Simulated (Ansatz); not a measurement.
One change: `C[O][W]([F])([F])([F])([Cl])[O]C` becomes `C[O][Mo]([F])([F])([F])([Cl])[O]C`.

Ansatz, PBE0-D4/def2-TZVP geometries, multiplicity 1. Each molecule was computed in one conformer, which needn't be the lowest.

Elements past krypton have def2 core potentials.

```csv
property,`C[O][W]([F])([F])([F])([Cl])[O]C`
HOMO–LUMO gap (PBE0/def2-TZVPP) / eV,5.66
HOMO–LUMO gap (PBE/def2-TZVPP) / eV,3.61
HOMO energy (ωB97M-V/def2-TZVPP) / eV,-11.12
HOMO energy (PBE0/def2-TZVPP) / eV,-8.84
LUMO energy (PBE/def2-TZVPP) / eV,-3.75
HOMO energy (B3LYP/def2-TZVPP) / eV,-8.57
```

Q: What does the change do to each property? (Estimate.)

A: Computed: 
| property | `C[O][Mo]([F])([F])([F])([Cl])[O]C` | shift |
| --- | --- | --- |
| HOMO–LUMO gap (PBE0/def2-TZVPP) / eV | 4.81 | -0.85 |
| HOMO–LUMO gap (PBE/def2-TZVPP) / eV | 2.89 | -0.72 |
| HOMO energy (ωB97M-V/def2-TZVPP) / eV | -11.12 | 0.00 |
| HOMO energy (PBE0/def2-TZVPP) / eV | -8.86 | -0.02 |
| LUMO energy (PBE/def2-TZVPP) / eV | -4.49 | -0.74 |
| HOMO energy (B3LYP/def2-TZVPP) / eV | -8.59 | -0.02 |

B3LYP here is the variant with VWN-RPA as its local correlation; programs differ in this.
